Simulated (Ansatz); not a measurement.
Program: Ansatz. Geometries: PBE0-D4/def2-TZVP. ΔE: electronic, gas phase. CBS: MP2 limit from def2 TZ/QZ plus the TZ coupled-cluster correction, frozen cores. This one scheme is used for every species. DFT in def2-TZVPP. HSE06 is defined as in plane-wave codes.

`BC#C` + `[CH3][AlH][CH3]` → `C#[C][Al]([CH3])[CH3]` + BH₃  (formal exchange of groups at a C–B bond)

```tsv
level	ΔE (kJ/mol)
r2SCANh-D4	-3.7
r2SCAN0-D4	-5.6
HSE06-D4	-1.0
B2PLYP	-7.2
r2SCANh	-2.8
CCSD(T)/def2-SVP	-4.8
MP2/def2-TZVPP	-16.3
SCS-MP2/def2-TZVPP	-17.0
```

Problem. What does CCSD(T)/CBS give? (Best estimate.)

Solution. Ansatz gave: -13.2 kJ/mol. The listed levels differ from it by 9.5, 7.6, 12.2, 6.0, 10.4, 8.4, -3.1, -3.8 kJ/mol.

Largest T1 diagnostic among the species: 0.014.

At CCSD(T), def2-SVP lies +8.4 kJ/mol from the extrapolated value and def2-TZVPP −0.7 kJ/mol. From PBE to PBE0 (25 % exact exchange), in def2-TZVPP and without D4, ΔE moves by −6.2 kJ/mol. Leaving LDA and LC-ωPBE aside and taking each functional with its dispersion term where it has one, the values, not all of them listed here, spread over 19.1 kJ/mol, from BHLYP-D4 to B97M-V. LDA lies +8.8 kJ/mol from PBE without D4.
